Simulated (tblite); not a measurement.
Compound: C2H6O2Si.
Geometry (GFN2-xTB, Å), atoms numbered from 1 in this order:
```xyz
11
C2H6O2Si angstrom
C     -0.3860   -0.9792   -0.4659
C     -1.1106    0.1965    0.2234
O     -0.1391    1.0150    0.8079
Si     1.3597    0.7116    0.2136
O      0.9404   -0.5950   -0.6855
H     -0.3955   -1.8667    0.1758
H     -0.8454   -1.2285   -1.4255
H     -1.7935   -0.1528    1.0015
H     -1.6747    0.7834   -0.5093
H      2.2253    0.3696    1.3297
H      1.8248    1.7487   -0.6918
```

Level: GFN2-xTB in tblite, geometry and Hessian alike; calculated harmonic values, unscaled, isolated species. This tight-binding method is rough: wavenumbers can miss measured ones by several per cent, in bad cases by 10 to 20. Modes of hydrogen on silicon can be 10 to 20 % off. One conformer, not necessarily the lowest.

Harmonic wavenumbers (cm⁻¹): 114.2, 151.9, 474.4, 498.3, 614.5, 635.3, 695.1, 798.5, 806.4, 828.6, 873.9, 958.6, 1091.6, 1096.5, 1119.2, 1194.2, 1196.9, 1299.0, 1312.6, 1475.7, 1491.0, 2330.4, 2363.0, 2912.4, 2926.1, 2957.9, 2960.3.

A = 6840, B = 4992, C = 3130 MHz; mass 90.014 u (most abundant isotopes); point group C2, symmetry number 2.

Question: What is the zero-point energy?

Answer: ½Σν̃ = 17588 cm⁻¹ = 50.29 kcal/mol.

Question: Entropy at 200 K, 1 bar (ideal gas, RRHO, classical rotation)?

Answer: Translation 37.45, rotation 22.94, vibration 5.42: S = 65.8 cal/(mol K).

Question: And Cp and H(200 K) − H(0)?

Answer: Cp = 15.52 cal/(mol K), of which vibrations give 7.57 (their classical limit is 27 R = 53.7); H(200 K) − H(0) = 2.24 kcal/mol without the zero-point energy, 0.65 from vibrations.

Question: What must be added to the electronic energy to get the Gibbs energy at 200 K and 1 bar?

Answer: ZPE + [H(200 K) − H(0)] − T·S = 50.29 + 2.24 − 13.16 = 39.37 kcal/mol.

Question: Blend soft modes into free rotors: weight 1/[1 + (100 cm⁻¹/ν̃)⁴] for the oscillator and the rest for a rotor with moment μB/(μ + B), μ = h/(8π²ν), B = 10⁻⁴⁴ kg m². What vibrational entropy results?

Answer: 5.40 cal/(mol K) in place of 5.42, which changes −T·S at 200 K by 0.00 kcal/mol.

Question: How do the functions run with temperature in this model?

Answer: 
| T (K) | S (cal/(mol K)) | Cp (cal/(mol K)) | H − H(0) (kcal/mol) | G − H(0) (kcal/mol) | ln q(vib) |
| --- | --- | --- | --- | --- | --- |
| 150 | 61.7 | 12.9 | 1.53 | -7.73 | 0.70 |
| 250 | 69.6 | 18.6 | 3.09 | -14.31 | 1.52 |
| 298.15 | 73.1 | 21.7 | 4.06 | -17.74 | 1.96 |
| 400 | 80.4 | 27.9 | 6.60 | -25.57 | 3.00 |
| 600 | 93.6 | 37.1 | 13.16 | -42.99 | 5.27 |
| 900 | 110.4 | 45.6 | 25.69 | -73.68 | 8.79 |

q(vib) and H(0) count from the zero-point level.

Question: Which modes carry the vibrational entropy at 200 K?

Answer: 114.2 cm⁻¹: 2.43; 151.9 cm⁻¹: 1.91; 474.4 cm⁻¹: 0.30; 498.3 cm⁻¹: 0.26; 614.5 cm⁻¹: 0.13; 635.3 cm⁻¹: 0.12 cal/(mol K); the other 21 give 0.27 together.

Hindered rotation and anharmonicity are outside this model. Other conformers, if any are populated, would add a mixing term that is left out. The structure is chiral; the term R ln 2 for an equal mix with its mirror image is left out.
